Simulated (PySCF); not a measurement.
PySCF input (B3PW91/6-31G* (5d)):

```python
from pyscf import gto, dft

mol = gto.M(
    atom='''
    N     0.00000000    0.00000000    0.00000000
    ''',
    basis='6-31g*',
    charge=0,
    spin=3,
    symmetry='D2h',
    verbose=4,
)

mf = dft.UKS(mol, xc='b3pw91')
mf.grids.level = 3
mf.conv_tol = 1e-9
mf.max_cycle = 100
mf.max_memory = 1500
mf.kernel()
if not mf.converged:
    mf = mf.newton()
    mf.kernel(mf.make_rdm1())
mf.dip_moment()
```

Output:

```
PySCF version 2.14.0

[INPUT] verbose = 4
[INPUT] num. atoms = 1
[INPUT] num. electrons = 7
[INPUT] charge = 0
[INPUT] spin (= nelec alpha-beta = 2S) = 3
[INPUT] symmetry D2h subgroup None
[INPUT] Mole.unit = angstrom
[INPUT] Symbol           X                Y                Z      unit          X                Y                Z       unit  Magmom
[INPUT]  1 N      0.000000000000   0.000000000000   0.000000000000 AA    0.000000000000   0.000000000000   0.000000000000 Bohr   0.0

nuclear repulsion = 0
point group symmetry = SO3, use subgroup D2h
symmetry origin: [0. 0. 0.]
symmetry axis x: [1. 0. 0.]
symmetry axis y: [0. 1. 0.]
symmetry axis z: [0. 0. 1.]
num. orbitals of irrep Ag = 5
num. orbitals of irrep B1g = 1
num. orbitals of irrep B2g = 1
num. orbitals of irrep B3g = 1
num. orbitals of irrep B1u = 2
num. orbitals of irrep B2u = 2
num. orbitals of irrep B3u = 2
number of shells = 6
number of NR pGTOs = 27
number of NR cGTOs = 14
basis = 6-31g*
ecp = {}

******** <class 'pyscf.dft.uks_symm.SymAdaptedUKS'> ********
method = SymAdaptedUKS
initial guess = minao
damping factor = 0
level_shift factor = 0
DIIS = <class 'pyscf.scf.diis.CDIIS'>
diis_start_cycle = 1
diis_space = 8
diis_damp = 0
SCF conv_tol = 1e-09
SCF conv_tol_grad = None
SCF max_cycles = 100
direct_scf = True
direct_scf_tol = 1e-13
number electrons alpha = 5  beta = 2
XC library pyscf.dft.libxc version 7.1.2
    S. Lehtola, C. Steigemann, M. J. T. Oliveira, and M. A. L. Marques,  SoftwareX 7, 1–5 (2018)
XC functionals = b3pw91
    A. D. Becke,  J. Chem. Phys. 98, 5648 (1993)
radial grids:
    Treutler-Ahlrichs [JCP 102, 346 (1995); DOI:10.1063/1.469408] (M4) radial grids

becke partition: Becke, JCP 88, 2547 (1988); DOI:10.1063/1.454033
pruning grids: <function nwchem_prune>
grids dens level: 3
symmetrized grids: D2h
atomic radii adjust function: <function treutler_atomic_radii_adjust>
small_rho_cutoff = 0
Freeze 0 electrons in irreps []
    7 free electrons in irreps Ag B1g B2g B3g B1u B2u B3u
Set gradient conv threshold to 3.16228e-05
tot grids = 13904
init E= -54.3408280665936
alpha HOMO (B3u) = -0.200606337158693  LUMO (B2u) = 0.70588766336945
beta  HOMO (Ag) = -0.689803550586797  LUMO (B1u) = -0.200606337158693

WARN: HOMO -0.200606337158693 >= LUMO -0.200606337158693

WARN: alpha-B1u HOMO -0.200606337158693 > system LUMO -0.200606337158693

WARN: alpha-B2u HOMO -0.200606337158693 > system LUMO -0.200606337158693

WARN: alpha-B3u HOMO -0.200606337158693 > system LUMO -0.200606337158693

cycle= 1 E= -54.5456787091132  delta_E= -0.205  |g|= 0.16  |ddm|= 0.835
alpha HOMO (B2u) = -0.412137126164805  LUMO (B3u) = 0.586158575076333
beta  HOMO (Ag) = -0.669753681722005  LUMO (B1u) = -0.144536555475109
  HOMO = -0.412137126165  LUMO = -0.144536555475  gap/eV = 7.28178
cycle= 2 E= -54.5585866806044  delta_E= -0.0129  |g|= 0.0859  |ddm|= 0.263
alpha HOMO (B2u) = -0.354293266469623  LUMO (B3u) = 0.629764715309565
beta  HOMO (Ag) = -0.603481437952323  LUMO (B3u) = -0.0835682538344107
  HOMO = -0.35429326647  LUMO = -0.0835682538344  gap/eV = 7.36680
cycle= 3 E= -54.5626153797183  delta_E= -0.00403  |g|= 0.00538  |ddm|= 0.0948
alpha HOMO (B2u) = -0.354885532987087  LUMO (B2u) = 0.629913297747337
beta  HOMO (Ag) = -0.600381410409162  LUMO (B2u) = -0.082251600790146
  HOMO = -0.354885532987  LUMO = -0.0822516007901  gap/eV = 7.41875
cycle= 4 E= -54.5626424570053  delta_E= -2.71e-05  |g|= 0.000137  |ddm|= 0.0108
alpha HOMO (B3u) = -0.354880560098194  LUMO (B2u) = 0.629887760051697
beta  HOMO (Ag) = -0.600381934069765  LUMO (B3u) = -0.0822900756384433
  HOMO = -0.354880560098  LUMO = -0.0822900756384  gap/eV = 7.41756
cycle= 5 E= -54.5626424719506  delta_E= -1.49e-08  |g|= 2.42e-06  |ddm|= 0.000243
alpha HOMO (B2u) = -0.354881207042996  LUMO (B2u) = 0.629887910024334
beta  HOMO (Ag) = -0.600381590252278  LUMO (B1u) = -0.0822896349515092
  HOMO = -0.354881207043  LUMO = -0.0822896349515  gap/eV = 7.41759
cycle= 6 E= -54.5626424719549  delta_E= -4.34e-12  |g|= 1.38e-07  |ddm|= 4.03e-06
alpha HOMO (B1u) = -0.354881324784164  LUMO (B2u) = 0.62988781364469
beta  HOMO (Ag) = -0.600381734453642  LUMO (B1u) = -0.0822897676552426
  HOMO = -0.354881324784  LUMO = -0.0822897676552  gap/eV = 7.41759
Extra cycle  E= -54.5626424719549  delta_E=    0  |g|= 6.64e-08  |ddm|= 2.25e-07
converged SCF energy = -54.5626424719549  <S^2> = 3.7518702  2S+1 = 4.000935
Dipole moment(X, Y, Z, Debye):  0.00000,  0.00000,  0.00000
```
